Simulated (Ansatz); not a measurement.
Frontier orbitals of C₉H₁₀O (`c1ccc2c(c1)CCCO2`).

Total charge 0; spin multiplicity 1. All single points use the PBE0-D4/def2-TZVP geometry. Basis def2-TZVPP, the Gaussian-basis code of Ansatz.

A caution on the coupled-cluster cation, which keeps the state that its UHF reference found: spin contamination of the cation.

| functional | HOMO (eV) | LUMO (eV) | gap (eV) |
| --- | --- | --- | --- |
| PBE | -5.17 | -1.01 | 4.16 |
| B97M-V | -5.37 | -0.79 | 4.58 |
| PBE0 | -6.22 | -0.13 | 6.09 |
| BHLYP | -7.10 | 0.87 | 7.97 |
| CAM-B3LYP | -7.43 | 0.93 | 8.36 |
| LC-ωPBE | -8.66 | 1.96 | 10.62 |
| ωB97M-V | -8.30 | 1.83 | 10.13 |

Problem. What is the vertical ionisation energy at frozen-core CCSD(T)/CBS(def2)? (Best estimate.)

Solution. The calculation gave: 8.29 eV (T1 of the cation 0.029).

From PBE to PBE0 the HOMO moves by −1.05 eV and the LUMO by +0.88 eV, and with ωB97M-V by −3.12 and +2.84 eV, so the gap grows from 4.16 to 10.12 eV with exact exchange. A positive LUMO is unbound and depends on the basis. −ε(HOMO) differs from that ionisation energy by −3.12 eV with PBE and +0.00 eV with ωB97M-V.

LC-ωPBE has ω = 0.4 bohr⁻¹.
